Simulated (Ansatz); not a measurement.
The multiplicity is imposed and other spin states were not computed.

All values below come from frozen-core CCSD(T)/def2-TZVPP // TPSS-D3(BJ)/def2-SVP run with Ansatz (a quantum-chemistry and plane-wave program).

Ansatz 0.2 input:
```yaml
crystal:
  periodic: [false, false, false]
  atoms:
    - { symbol: Cu, position_ang: [-0.052174, -0.009906, 0.054304] }
    - { symbol: N, position_ang: [-1.396269, -0.224726, 1.479597] }
    - { symbol: H, position_ang: [-1.210458, -1.046644, 2.070827] }
    - { symbol: H, position_ang: [-2.347492, -0.3431, 1.104363] }
    - { symbol: H, position_ang: [-1.429521, 0.588087, 2.11036] }
    - { symbol: H, position_ang: [0.968182, 0.15351, -1.027412] }
basis:
  gaussian: { orbitals: def2-TZVPP }
correlation:
  method: ccsd_t
```

Output:

```
Functional definition: HF
947 factors; integrals over basis functions are off by at most 9.3e-4 eV
mean field evaluation 1: about -46137.5388 eV, gradient 6.8e1 eV
mean field evaluation 2: about -46137.6094 eV, gradient 6.8e1 eV
mean field evaluation 4: about -46142.9145 eV, gradient 6.1e0 eV
mean field evaluation 8: about -46143.0363 eV, gradient 7.2e-1 eV
mean field evaluation 16: about -46143.0392 eV, gradient 3.7e-6 eV
mean field -46143.03922261 eV, -1695.7254145556 hartree, gradient 3.7e-6 eV, S^2 0.000000; 0 other end points of the search recorded, 0 dependent functions left out
6 core orbitals not correlated
reference -46143.03922261 eV, -1695.7254145556 hartree; 14, 14 occupied and 131, 131 virtual orbitals, 947 factors
second order -31.01335330 eV of doubles, -0.00000000 eV of singles
cycle   1  -25.84036567 eV  change     5.2e0 eV  update   2.6e-1
cycle   2  -27.70204912 eV  change    -1.9e0 eV  update   2.3e-1
cycle   3  -28.12795319 eV  change   -4.3e-1 eV  update   4.9e-2
cycle   4  -28.14964807 eV  change   -2.2e-2 eV  update   2.7e-2
cycle   5  -28.08654437 eV  change    6.3e-2 eV  update   1.3e-2
cycle   6  -28.08147772 eV  change    5.1e-3 eV  update   5.2e-3
cycle   7  -28.08829073 eV  change   -6.8e-3 eV  update   3.4e-3
cycle   8  -28.08558174 eV  change    2.7e-3 eV  update   1.4e-3
cycle   9  -28.08483254 eV  change    7.5e-4 eV  update   8.6e-4
cycle  10  -28.08593616 eV  change   -1.1e-3 eV  update   3.2e-4
cycle  11  -28.08653947 eV  change   -6.0e-4 eV  update   1.1e-4
cycle  12  -28.08653772 eV  change    1.7e-6 eV  update   6.8e-5
cycle  13  -28.08635859 eV  change    1.8e-4 eV  update   2.4e-5
cycle  14  -28.08642169 eV  change   -6.3e-5 eV  update   1.0e-5
cycle  15  -28.08641221 eV  change    9.5e-6 eV  update   5.6e-6
perturbative correction -0.94016578 eV, -0.0345504550 hartree
Total energy: -46172.06580059 eV, -1696.7921216216 hartree
```

Cost: about 30 core-seconds (a rough figure).
